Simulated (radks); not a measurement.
Problem. Coulomb parameter of the 4f shell of the terbium ion Tb+ in the model configuration [Xe] 4f8.5 6s1.5, as a second difference U = [E(n + 0.25) + E(n - 0.25) - 2 E(n)] / (0.25)^2 with all orbitals relaxed. "Bare": the charge of the atom changes with n. "Screened": the 6s shell takes up the change at fixed total charge, which measures U(4f,4f) + U(6s,6s) - 2 U(4f,6s). Calculated with a radial shooting solver on a logarithmic mesh with Libxc functionals: scalar-relativistic Kohn-Sham, r2SCAN, spin-unpolarised, spherical densities, finite nucleus; meta-GGA in the generalised Kohn-Sham scheme; Fermi nuclear charge, rms radius 5.06 fm. Estimate both.

Solution. U(bare) = 15.619 eV, U(screened by 6s) = 6.742 eV, against the Slater integral F0(4f,4f) = 29.672 eV with frozen orbitals.
